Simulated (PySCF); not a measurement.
Molecule: `C#C/C(F)=C\CF`, C5H4F2.

Bonds (- single, = double, # triple, : aromatic): C1#C2 1.212 Å, C2-C3 1.427 Å, C3-F4 1.334 Å, C3=C5 1.339 Å, C5-C6 1.487 Å, C6-F7 1.374 Å. C1 carries H8; C5 carries H9; C6 carries H10, H11. Stereochemistry as in C#C/C(F)=C\CF.

Geometry PBE0-D3(BJ)/def2-SVP throughout; GIAO in PySCF, gas phase, one conformer, non-relativistic; equivalent atoms averaged; basis pcSseg-1.

For orientation, B3LYP gives these absolute shieldings σ: C3 26.7, C5 55.3, C1 86.3, C6 98.0, C2 104.4, F7 411.6, H9 25.35, H10/H11 26.25, H8 27.96 ppm.

A run gave: C3 33.3, C5 61.5, C1 92.0, C6 97.7, C2 106.3, F7 402.1, H9 25.48, H10/H11 26.18, H8 28.03 ppm (absolute shieldings σ).

Problem. Which functional was used in that run?
A. KT3
B. LC-wPBE
C. B97-D
D. HF
E. PBE

Solution. C. C2 tells them apart best: B97-D gives 106.3, LC-wPBE gives 111.5, HF gives 124.7, PBE gives 102.8, KT3 gives 113.5 ppm.
